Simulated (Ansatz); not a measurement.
C7H14 can be A, `C[C@@H]1CC[C@H](C)C1`, or B, `C[C@@H]1CC[C@@H](C)C1`.

Isolated molecules relaxed with PBE0-D4/def2-TZVP in Ansatz; ΔE leaves out vibrations. CCSD(T)/CBS is the MP2 limit (def2-TZVPP, def2-QZVPP) plus CCSD(T) − MP2 in def2-TZVPP, frozen cores. DFT in def2-TZVPP. B3LYP here is the variant with VWN-RPA as its local correlation; programs differ in this.

A:

```xyz
21

C    -1.5102   -0.1862   -2.0971
C    -0.3125   -0.3404   -1.1823
C    -0.4791   -1.4288   -0.1094
C     0.3616   -0.9722    1.0988
C     0.9940    0.3702    0.6973
C     1.2401    1.3098    1.8600
C     0.0401    0.8982   -0.3674
H    -1.7249   -1.1141   -2.6342
H    -2.4029    0.0781   -1.5213
H    -1.3486    0.5982   -2.8415
H     0.5639   -0.5915   -1.7940
H    -1.5351   -1.5058    0.1678
H    -0.1842   -2.4121   -0.4828
H     1.1187   -1.7044    1.3884
H    -0.2780   -0.8240    1.9747
H     1.9539    0.1650    0.2054
H     1.9121    0.8642    2.5985
H     1.6881    2.2503    1.5285
H     0.3001    1.5479    2.3679
H    -0.8658    1.2937    0.1128
H     0.4688    1.7039   -0.9701
```

B:

Z-matrix (Å, degrees):
```
C
C 1 1.516
H 1 1.093 2 111.5
H 1 1.094 2 111.5 3 120.4
H 1 1.095 2 110.6 3 -119.7
C 2 1.530 1 114.4 3 -179.7
C 2 1.543 1 114.2 3 60.3
H 2 1.097 1 108.3 3 -60.2
C 6 1.520 2 103.4 1 -159.6
H 6 1.093 2 112.7 1 76.9
H 6 1.097 2 109.6 1 -42.5
C 7 1.543 2 107.0 1 138.4
H 7 1.094 2 110.9 1 -100.6
H 7 1.094 2 110.8 1 17.3
H 9 1.097 6 109.8 2 -74.1
H 9 1.093 6 113.9 2 165.6
C 12 1.516 7 114.2 2 138.5
H 12 1.097 7 108.1 2 -100.9
H 17 1.095 12 110.6 7 -59.4
H 17 1.094 12 111.5 7 -179.3
H 17 1.093 12 111.5 7 60.3
```

**Question.** Which is lower in electronic energy at CCSD(T)/CBS, and by how much? (Estimate.)

**Answer.** The calculation gave: A, by 1.2 kJ/mol. So small a gap doesn't settle the order.

**Question.** Give E(B) − E(A) in kJ/mol with PBE0-D4, B3LYP-D4, ωB97M-V, HF/def2-TZVPP, LDA (SPW92), r2SCAN-D4, BLYP-D4. (An estimate is asked.)

**Answer.** Computed: PBE0-D4 1.3, B3LYP-D4 1.1, ωB97M-V 1.3, HF/def2-TZVPP 1.3, LDA (SPW92) 1.5, r2SCAN-D4 1.3, BLYP-D4 1.0. None reverses the order clearly.

Largest T1 diagnostic: 0.009.

Leaving LDA and LC-ωPBE aside and taking each functional with its dispersion term where it has one, the values, not all of them listed here, spread over 0.3 kJ/mol, from BLYP-D4 to r2SCAN0-D4.
